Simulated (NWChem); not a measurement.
System: SiH3I; SMILES I[SiH3]

```xyz
5

Si     0.0000     0.0000     1.7999
I      0.0000     0.0000    -0.6491
H      1.0827     0.9065     2.2738
H      0.2437    -1.3908     2.2738
H     -1.3263     0.4844     2.2738
```
Atoms are numbered in this order, from 1.

Coordinates come from a PBE0/def2-SVP optimisation. def2 effective core potentials on I; no spin-orbit coupling.

Question: List the 6 lowest vertical singlet excitations from B3LYP/def2-SVP with def2 effective core potentials on I, full TDDFT (NWChem).

Answer: 
```csv
state,energy (eV),oscillator strength,leading excitation (squared amplitude)
S1,5.45,0.004,HOMO → LUMO (0.99)
S2,5.45,0.004,HOMO−1 → LUMO (0.99)
S3,7.28,0.000,HOMO−1 → LUMO+1 (0.41)
S4,7.36,0.002,HOMO → LUMO+1 (0.49)
S5,7.36,0.002,HOMO → LUMO+2 (0.49)
S6,7.45,0.000,HOMO−1 → LUMO+2 (0.29)
```
